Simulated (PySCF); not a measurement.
## Working out the excitation energy of Ne⁺

Ne⁺ [He] 2s2 2p5 (2P) → Ne⁺ [He] 2s1 2p6 (2S). All numbers are calculated (PySCF 2.14, scalar relativity by spin-free X2C-1e, in x2c-QZVPPall (7s4p3d2f1g, 57 functions)). Frozen: nothing. Energies in hartree (1 hartree = 27.21139 eV):

```
            part  Ne⁺ (lower)  Ne⁺ (upper)
             UHF  -127.962723  -126.871418
CCSD correlation    -0.250847    -0.343943
             (T)    -0.003087    -0.008764
```

Question: What does Hartree-Fock give?

Answer: (-126.871418) − (-127.962723) = 1.091305 hartree = 29.696 eV.

Question: What do CCSD and CCSD(T) give?

Answer: The CCSD correlation energies differ by -0.093096 hartree = -2.533 eV and the triples by -0.005677 hartree = -0.154 eV, so CCSD gives 27.163 eV and CCSD(T) 27.009 eV.

Measured between the centres of the two terms (NIST): 26.878 eV, so CCSD(T) (valence and next inner shell) is off by 0.131 eV.

What remains against the reference includes basis incompleteness and higher excitations.
